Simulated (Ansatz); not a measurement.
The cluster Nb₂S⁺, relaxed as a quartet with UKS r2SCAN-D4/def2-TZVP in Ansatz, starting from the r2SCAN-D4/def2-TZVP geometry of the charge +1 doublet. Force threshold 0.02 eV/Å.

In the def2 sets Nb takes a core potential; there is no spin–orbit coupling. The relaxation made no stability test and no search for a lower SCF solution. At r2SCAN-D4/def2-TZVP a doublet of charge 1 lies 0.75 eV below the quartet, each at its own geometry. The structure comes from a short search, and lower isomers may exist.

Start:

```csv
atom,x (Å),y (Å),z (Å)
Nb1,0.658,-1.000,-0.474
Nb2,-1.119,-0.276,0.575
S3,0.461,1.276,-0.101
```

| step | energy (eV) | largest force component (eV/Å) | SCF passes |
| --- | --- | --- | --- |
| 1 | -13929.0644 | 1.630 | 60 |
| 2 | -13929.2149 | 0.908 | 46 |
| 3 (rejected) | -13929.0261 | 1.371 | 113 |
| 4 | -13929.2897 | 0.090 | 47 |
| 5 | -13929.2900 | 0.038 | 34 |
| 6 | -13929.2900 | 0.002 | 38 |

Force components are those of the run's own axes.

End:

```xyz
3

Nb    0.7149   -0.9406   -0.4976
Nb   -1.2238   -0.2911    0.6297
S     0.5089    1.2317   -0.1321
```

By distances, no bond broke or formed. The bond that changes most is Nb2–S3, from 2.31 to 2.43 Å (atoms count from 1).

No frequencies were taken in this run, so the end may be a saddle point.

Hardware: 4 threads of Arm Neoverse V2 on a shared host. Wall time 24 s.
